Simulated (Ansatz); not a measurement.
A series at Sn: from `[Br][SnH3]`, ligands are replaced one by one, each step taking up H₂O and setting free H₂; n counts the steps. Ansatz, PBE0-D4/def2-TZVP geometries. Each molecule was computed in one conformer, which needn't be the lowest.

```json
{"n": "0", "molecule": "`[Br][SnH3]`", "HOMO energy, ωB97M-V/def2-TZVPP (eV)": "-10.36"}
{"n": "1", "molecule": "`[OH][SnH2][Br]`", "HOMO energy, ωB97M-V/def2-TZVPP (eV)": "?"}
{"n": "2", "molecule": "`[OH][SnH]([OH])[Br]`", "HOMO energy, ωB97M-V/def2-TZVPP (eV)": "-10.92"}
{"n": "3", "molecule": "`[OH][Sn]([OH])([OH])[Br]`", "HOMO energy, ωB97M-V/def2-TZVPP (eV)": "-11.15"}
```

Problem. By hand: fit a straight line y = ȳ + b (n − n̄) to the 3 given rows and predict n = 1.

Solution. n̄ = 1.667, ȳ = -10.810; Σ(n − n̄)(y − ȳ) = -1.240, Σ(n − n̄)² = 4.667, so b = -0.266 eV a step. Prediction: -10.810 + (-0.266) × (-0.667) = -10.63 eV.

Problem. By hand: compare with the computed value, -10.54 eV, and give the steps along the whole series.

Solution. The line misses by 0.09 eV (computed minus predicted). Steps: -0.18, -0.38, -0.23 eV.

The steps differ by up to 0.20 eV without a steady trend. The highest orbital can change its character along such a series. The miss is 11.4 % of the series' range.

Spin–orbit coupling is left out; it splits and shifts lone-pair levels of the heavy atoms by tenths of an eV.
